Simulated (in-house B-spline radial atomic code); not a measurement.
Inner-shell binding energies (edges) and X-ray emission energies of free atoms and ions, as differences of relaxed hole-state energies with first-order Breit, QED and recoil terms, without correlation or multiplet splittings, in NIST's listed ground configurations. For neutral atoms such line energies lie within some 1 to 5 eV of tabulated X-ray lines (up to 20 eV for the heaviest). Removing outer electrons raises all edges nearly alike, so lines move far less than edges. K = 1s, L1 = 2s. A dash marks a subshell that is part filled or wasn't run, or a line left out. Computed with an all-electron radial atomic-structure program (B-spline basis): Dirac-Hartree-Fock, average of the configuration, finite nuclei.

```json
{"ion": "Si", "configuration": "[Ne] 3s2 3p2", "K edge (eV)": "1848.66", "L1 edge (eV)": "161.38"}
{"ion": "Si+", "configuration": "[Ne] 3s2 3p1", "K edge (eV)": "1860.18", "L1 edge (eV)": "172.45"}
{"ion": "Si2+", "configuration": "[Ne] 3s2", "K edge (eV)": "1874.07", "L1 edge (eV)": "185.58"}
{"ion": "Si4+", "configuration": "[He] 2s2 2p6", "K edge (eV)": "1909.36", "L1 edge (eV)": "217.97"}
{"ion": "Si5+", "configuration": "[He] 2s2 2p5", "K edge (eV)": "1962.84", "L1 edge (eV)": "254.58"}
{"ion": "Si6+", "configuration": "[He] 2s2 2p4", "K edge (eV)": "2020.88", "L1 edge (eV)": "293.5"}
{"ion": "Si7+", "configuration": "[He] 2s2 2p3", "K edge (eV)": "2083.4", "L1 edge (eV)": "334.69"}
```
